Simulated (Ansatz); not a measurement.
`C[CH](F)[GeH3]`, relaxed with RKS PBE0-D4/def2-TZVP in the Gaussian-basis code of Ansatz from a PBE-D4/def2-SVP geometry. The force threshold is 0.005 eV/Å; the program also tests the step.

Charge 0, multiplicity 1.

Start:

```xyz
11

C    -1.360    0.516    0.098
C    -0.164   -0.230    0.661
F    -0.512   -1.569    0.897
Ge    1.422   -0.255   -0.551
H    -1.673    0.094   -0.879
H    -2.223    0.449    0.794
H    -1.117    1.588   -0.048
H     0.142    0.212    1.637
H     2.558   -1.080    0.104
H     1.921    1.191   -0.822
H     1.005   -0.916   -1.890
```

```json
{"step": "1", "energy (eV)": "-61412.5887", "largest force (eV/Å)": "0.523", "largest move (Å)": "0.000"}
{"step": "2", "energy (eV)": "-61412.6181", "largest force (eV/Å)": "0.169", "largest move (Å)": "0.027"}
{"step": "3", "energy (eV)": "-61412.6203", "largest force (eV/Å)": "0.021", "largest move (Å)": "0.012"}
{"step": "4", "energy (eV)": "-61412.6205", "largest force (eV/Å)": "0.014", "largest move (Å)": "0.005"}
{"step": "5", "energy (eV)": "-61412.6205", "largest force (eV/Å)": "0.008", "largest move (Å)": "0.006"}
{"step": "6", "energy (eV)": "-61412.6206", "largest force (eV/Å)": "0.007", "largest move (Å)": "0.010"}
{"step": "7", "energy (eV)": "-61412.6206", "largest force (eV/Å)": "0.008", "largest move (Å)": "0.011"}
{"step": "8", "energy (eV)": "-61412.6206", "largest force (eV/Å)": "0.006", "largest move (Å)": "0.006"}
{"step": "9", "energy (eV)": "-61412.6206", "largest force (eV/Å)": "0.002", "largest move (Å)": "0.001"}
```

End:

```xyz
11

C    -1.350    0.503    0.090
C    -0.159   -0.225    0.659
F    -0.519   -1.547    0.930
Ge    1.412   -0.257   -0.550
H    -1.663    0.067   -0.860
H    -2.193    0.459    0.784
H    -1.102    1.554   -0.080
H     0.138    0.220    1.615
H     2.536   -1.092    0.079
H     1.906    1.184   -0.772
H     0.993   -0.867   -1.897
```

It took 27 s on 4 threads of an Arm Neoverse V2 on a shared host, with 0.45 GiB of host memory at the peak.
